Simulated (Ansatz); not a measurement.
Geometry optimisation, Ansatz, RKS BLYP-D4/def2-SVP.

Input file:

```yaml
crystal:
  periodic: [false, false, false]
  atoms:
    - { symbol: Ga, position_ang: [-1.03887, 1.252499, -0.582955] }
    - { symbol: C, position_ang: [0.545132, 0.046611, -0.587728] }
    - { symbol: C, position_ang: [0.308675, -1.389262, -0.064851] }
    - { symbol: H, position_ang: [-0.842262, 2.819482, -0.713789] }
    - { symbol: H, position_ang: [-2.492606, 0.617413, -0.559953] }
    - { symbol: H, position_ang: [0.599568, 0.609558, 1.714783] }
    - { symbol: F, position_ang: [-0.073171, 0.812779, 2.310269] }
    - { symbol: H, position_ang: [1.424517, 0.522087, -0.089278] }
    - { symbol: H, position_ang: [0.862867, 0.014038, -1.656952] }
    - { symbol: H, position_ang: [0.047513, -1.385016, 1.013085] }
    - { symbol: H, position_ang: [1.197624, -2.04454, -0.192789] }
    - { symbol: H, position_ang: [-0.538887, -1.875649, -0.589842] }
basis:
  gaussian: { orbitals: def2-SVP }
hamiltonian:
  xc: blyp
  dispersion: d4
relax:
  f_tol: 0.03
  max_steps: 50
```

Run as:

```bash
$ ansatz run input.yaml --threads 2 --pin off --max-ram 3072MiB --backend cpu --events-out ev --progress --plain --runs-dir out
```

Task: Where does it end, and by what steps?

Result: The run converged. After 8 steps the energy has fallen by 0.169 eV; F7 moved furthest, 0.61 Å.

```
step  energy less start (eV)  largest force component (eV/Å)  accepted
   0                  0.0000                           0.891       yes
   1                 -0.0626                           0.634       yes
   2                 -0.1241                           0.654       yes
   3                 -0.1573                           0.197       yes
   4                 -0.1617                           0.201       yes
   5                 -0.1669                           0.275       yes
   6                 -0.1604                           0.377        no
   7                 -0.1690                           0.038       yes
   8                 -0.1693                           0.027       yes
```

```xyz
12
Properties=species:S:1:pos:R:3
Ga -0.980 1.245 -0.368
C 0.598 -0.008 -0.587
C 0.348 -1.455 -0.113
H -0.759 2.803 -0.575
H -2.431 0.613 -0.275
H 0.433 0.749 1.696
F -0.395 1.148 1.916
H 1.496 0.429 -0.084
H 0.875 0.006 -1.665
H 0.100 -1.501 0.970
H 1.226 -2.119 -0.272
H -0.512 -1.910 -0.644
```

The run took 15 s on 2 threads of Intel(R) Xeon(R) Platinum 8488C (Sapphire Rapids), on a shared host, peak memory 0.17 GiB.
